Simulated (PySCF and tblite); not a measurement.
Values are calculated unless marked as measured or tabulated.
5 regioisomers of C4H3BrN2Se:

```csv
isomer,SMILES
A,[SeH:1][c:2]1[n:3][cH:4][n:5][cH:6][c:7]1[Br:8]
B,[SeH:1][c:2]1[n:3][cH:4][c:5]([Br:6])[cH:7][n:8]1
C,[SeH:1][c:2]1[cH:3][n:4][cH:5][n:6][c:7]1[Br:8]
D,[SeH:1][c:2]1[cH:3][cH:4][n:5][c:6]([Br:7])[n:8]1
E,[SeH:1][c:2]1[cH:3][c:4]([Br:5])[n:6][cH:7][n:8]1
```

Protocol: conformer search, at most 2 conformers an isomer, GFN2-xTB geometries, energies B3LYP/def2-SVP (IEF-PCM, benzene) (D3(BJ) added where defined), weights at 298.15 K with GFN2-xTB thermal terms. Programs: PySCF with density fitting and tblite.

Task: Rank the isomers by free energy at 298.15 K.

Result: 
| isomer | ΔG (kcal/mol) | ΔE, lowest conformer | conformers | largest weight % | rms dipole (D) |
| --- | --- | --- | --- | --- | --- |
| E | 0.0 | 0.0 | 1 | 100 | 2.56 |
| D | 0.8 | 0.8 | 1 | 100 | 4.57 |
| A | 2.8 | 2.7 | 1 | 100 | 1.81 |
| C | 3.0 | 3.0 | 1 | 100 | 1.75 |
| B | 3.4 | 3.0 | 1 | 100 | 1.28 |

The minima are those of GFN2-xTB; planar forms about aryl–S or allylic bonds may be saddles in DFT. The search found a single conformer for at least one isomer; other rotamers may be missing.
